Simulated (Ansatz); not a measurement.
H2BO2, SMILES `O[B-]O` (lower singlet; H–O–B–O torsion 0°, O–B–O–H torsion 0°) (charge -1, multiplicity 1). This singlet lies 1.04 eV below the relaxed triplet at the level frozen-core CCSD(T)/aug-cc-pVTZ // B3LYP-D3(BJ)/def2-TZVPD (Ansatz, a quantum-chemistry and plane-wave program).

Cartesian coordinates (Å):
```xyz
5

O     -1.1789     0.2622    -0.0743
B      0.0072     0.9623     0.0241
O      1.1827     0.2404     0.0870
H     -1.0230    -0.7231    -0.0879
H      1.0120    -0.7418     0.0511
```
Charge -1, spin multiplicity 1.

Frozen-core energies in aug-cc-pVDZ from Ansatz at a geometry from B3LYP-D3(BJ)/def2-TZVPD; the HF reference has <S^2> = 0.00 (restricted, and unstable towards unrestricted orbitals) and the T1 diagnostic is 0.030.

```tsv
level	energy (Ha)
HF	-175.60232
MP2	-176.11785
CCSD	-176.13027
```

Task: Estimate the energies of CCSD(T), CCSDT and CCSDT(Q), and give each level's difference from CCSDT(Q).

Result: 
```tsv
level	energy (Ha)	difference from CCSDT(Q) (mHa)
MP2	-176.11785	35.20
CCSD	-176.13027	22.78
CCSD(T)	-176.15052	2.54
CCSDT	-176.15104	2.01
CCSDT(Q)	-176.15306	0.00
```
